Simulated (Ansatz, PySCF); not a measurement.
sulfuric acid cation (H₂O₄S), SMILES O=S(=O)(O)O (connectivity only; charge and spin as stated), charge +1, multiplicity 2. Atoms are numbered in the order given.

```xyz
7

O     -0.4099     1.4510    -0.0852
S     -0.0208    -0.0332    -0.0045
O     -0.3775    -0.8330    -1.1916
O     -0.6858    -0.7892     1.0748
O      1.4865     0.1858     0.1972
H     -1.3705     1.6162    -0.2203
H      2.0129    -0.6412     0.2839
```
Charge +1, spin multiplicity 2.

Geometry: ωB97X-D3(BJ)/def2-SVP. The spin state was assumed, not searched. Other conformers were not sampled.

Two levels are set side by side: PBE-D3(BJ)/def2-SVP (Ansatz, a first-principles code) and ωB97X-D3(BJ)/def2-SVP (PySCF). Each level has its own optimised geometry; the coordinates shown are those of the second. Differences are taken from unrounded values.

```csv
quantity,ωB97X-D3(BJ)
mean bond length (Å),1.332
bond O1–S2 (Å),1.536
bond S2–O3 (Å),1.475
bond S2–O4 (Å),1.476
bond S2–O5 (Å),1.536
bond O1–H6 (Å),0.984
bond O5–H7 (Å),0.984
```

What does PBE-D3(BJ) give, and how far is it from ωB97X-D3(BJ)? (The exact figures need the calculation; the answer reports its results.)


| quantity | PBE-D3(BJ) | PBE-D3(BJ) minus ωB97X-D3(BJ) |
|---|---|---|
| mean bond length (Å) | 1.355 | 0.023 |
| bond O1–S2 (Å) | 1.573 | 0.036 |
| bond S2–O3 (Å) | 1.497 | 0.022 |
| bond S2–O4 (Å) | 1.497 | 0.021 |
| bond S2–O5 (Å) | 1.573 | 0.036 |
| bond O1–H6 (Å) | 0.995 | 0.011 |
| bond O5–H7 (Å) | 0.995 | 0.011 |

Exact exchange shortens and stiffens bonds; PBE has none. Differences between two approximate levels are no errors against the true value.
